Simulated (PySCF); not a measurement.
Two species compared at the same levels of theory.

First species: C5H8F2.
SMILES: `C/C=C\CC(F)F`

Second species: C5H5FN2O.
SMILES: `COc1cnc(F)nc1`

Levels: wB97X-D/def2-SVPD for dipole moment, HOMO energy, LUMO energy, HOMO–LUMO gap, static isotropic polarisability and electronic spatial extent ⟨r²⟩ about the centre of nuclear charge; TDDFT wB97X-D/def2-SVPD for lowest singlet excitation; TDA wB97X-D/def2-SVPD for lowest triplet excitation (Tamm–Dancoff); GFN2-xTB for rotational constant A and rotational constant C. Geometries: GFN2-xTB. Each structure is a single optimised conformer of the isolated species, non-relativistic unless stated. Electronic properties by PySCF.

The conformers computed, where there is a choice (atom-mapped SMILES and torsion angles):
- `[CH3:1]/[CH:2]=[CH:3]\[CH2:4][CH:5]([F:6])[F:7]`: C2–C3–C4–C5 -115°, C3–C4–C5–F6 176°
- `[CH3:1][O:2][c:3]1[cH:4][n:5][c:6]([F:7])[n:8][cH:9]1`: C1–O2–C3–C4 180°

```csv
property,column X,column Y
dipole moment,2.72 D,4.90 D
HOMO energy,-9.35 eV,-9.11 eV
LUMO energy,2.01 eV,0.11 eV
HOMO–LUMO gap,11.36 eV,9.22 eV
lowest singlet excitation,7.39 eV,4.52 eV
lowest triplet excitation (Tamm–Dancoff),4.59 eV,3.70 eV
static isotropic polarisability,63.7 au,74.9 au
electronic spatial extent ⟨r²⟩ about the centre of nuclear charge,1023 bohr²,1237 bohr²
rotational constant A,5.569 GHz,5.268 GHz
rotational constant C,1.107 GHz,0.863 GHz
```

(1) Which column belongs to which species?

(2) How does each property change from the first species to the second?

## Answers

(1) Column X is the first species and column Y the second. The first has 15 atoms and 56 electrons, the second 14 and 66.

(2) dipole moment +2.18 D; HOMO energy +0.24 eV; LUMO energy -1.90 eV; HOMO–LUMO gap -2.14 eV; lowest singlet excitation -2.87 eV; lowest triplet excitation (Tamm–Dancoff) -0.89 eV; static isotropic polarisability +11.2 au; electronic spatial extent ⟨r²⟩ about the centre of nuclear charge +214 bohr²; rotational constant A -0.301 GHz; rotational constant C -0.244 GHz.

On the first: The vertical singlet–triplet gap S1 − T1 is 2.80 eV (TDDFT singlet less Tamm–Dancoff triplet; S1: HOMO→LUMO+1, weight 0.53, beside HOMO→LUMO, weight 0.29; T1: HOMO→LUMO, weight 0.90). The polarisability is 9.44 Å³ as a volume (1 au = 0.148185 Å³), or 1.14 au for each of the 56 electrons.

On the second: No computed singlet falls in the visible range (750 to 380 nm, 1.65 to 3.26 eV); S1 lies 1.26 eV above its blue end. In wavenumbers S1 is 36500 cm⁻¹ (1 eV = 8065.54 cm⁻¹).
